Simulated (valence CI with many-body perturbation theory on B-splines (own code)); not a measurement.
## Which ion has this spectrum?

A relativistic CI+MBPT calculation for an atom or ion with 14 electrons gives these levels (eV):

```
J  Parity       E     g
0    even    0.00      
1    even   88.53  1.49
2    even   95.24  1.19
2    even  188.62  1.30
2     odd  196.56  1.60
0    even  203.21      
1     odd  217.27  0.98
2     odd  242.69  0.77
2     odd  268.08  1.44
1     odd  270.95  0.89
3     odd  273.57  1.17
2     odd  292.09  1.32
3     odd  297.60  1.26
0     odd  303.93
```

The energies are calculated, and their last digits are not significant.

Task: Which is it?
A. Xe40+
B. Ba42+
C. Pr45+
D. Ce44+

Result: B. Ba42+, ground level (3s^2 3p1/2^2) J=0.
